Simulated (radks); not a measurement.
The numbers below are computed, except where a source is named.
Question: Species: V4+. Configuration: [Ar] 3d1. Code: a radial shooting solver on a logarithmic mesh with Libxc functionals. Model: non-relativistic Kohn-Sham, LDA (Slater exchange, VWN5 correlation), spin-unpolarised, spherical densities, point nucleus. Some entries of the table are withheld. Estimate them.

orbital  occ.  eigenvalue (eV)  <r^2> (bohr^2)
1s          2              (1)        0.006055
2s          2        -650.8929          0.1148
2p          6              (2)         0.09345
3s          2        -121.7959             (3)
3p          6              (4)             (5)
3d          1         -55.7268           1.402

Answer: 
(1) 1s eigenvalue (eV): -5368.229
(2) 2p eigenvalue (eV): -558.7998
(3) 3s <r^2> (bohr^2): 0.9939
(4) 3p eigenvalue (eV): -96.2450
(5) 3p <r^2> (bohr^2): 1.100
